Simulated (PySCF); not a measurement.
Structure with atom numbers: `[CH2:1]=[C:2]1[CH2:3][NH:4][SiH2:5][C:6](=[O:7])[CH2:8]1`. Hydrogens are named by the atom that carries them. Ha(C1) is cis to C3; Hb(C1) is trans to C3.

- GFN2-xTB structure
- GIAO PBE0/pcSseg-1 shieldings
- code: PySCF 2.14.0 with density-fitted response routines
- single conformer, no relativistic terms, in vacuum, one averaged value for each set of equivalent atoms

δ = σ(ref) − σ, references computed at the same level: TMS for 13C, 1H, 29Si; 15N against NH3; H2O for 17O.

| atoms | nucleus | count | Hirshfeld charge | δ (ppm) |
| --- | --- | --- | --- | --- |
| H(C3) | 1H | 2 | 0.04 | 4.22 |
| H(N4) | 1H | 1 | 0.12 | 0.40 |
| C8 | 13C | 1 | -0.09 | 62.4 |
| Ha(C1) | 1H | 1 | 0.05 | ? |
| Hb(C1) | 1H | 1 | 0.05 | 5.39 |
| Si5 | 29Si | 1 | 0.35 | -65.5 |
| C6 | 13C | 1 | 0.08 | ? |
| C1 | 13C | 1 | -0.10 | 123.8 |
| N4 | 15N | 1 | -0.24 | ? |
| H(C8) | 1H | 2 | 0.05 | 3.53 |
| C2 | 13C | 1 | 0.01 | 147.6 |
| O7 | 17O | 1 | -0.23 | 826.7 |
| C3 | 13C | 1 | -0.02 | ? |
| H(Si5) | 1H | 2 | -0.08 | 4.76 |

Q: Fill in the missing shifts.

A: 
- C6: 241.1 ppm, carbonyl carbon
- C3: 54.1 ppm, allylic sp3 CH2 bonded to N; deshielded by the electronegative neighbour
- Ha(C1): 5.50 ppm, hydrogen on a terminal =CH2 carbon; olefinic region
- N4: 21.4 ppm, nitrogen bonded to C, Si, H, in a 6-membered ring

OH/NH shifts are gas-phase values; hydrogen bonding in solution moves them, usually downfield. Shifts are as computed. Against solution values, carbons near 30 ppm lie about +3 ppm off and those near 130 ppm about +5 ppm. Of 1309 compounds with measured shifts, 239 miss one by over three times the rms of a fit or turn the order of signals round; such compounds aren't used in these exercises. Unscaled 17O shifts of doubly bonded oxygen tend to come out too high, by tens of ppm or more. Experimental scales use liquid or dissolved standards, which lie at an offset from isolated NH3 (liquid NH3: subtract about 20 ppm) and H2O (liquid H2O: subtract about 36 ppm).
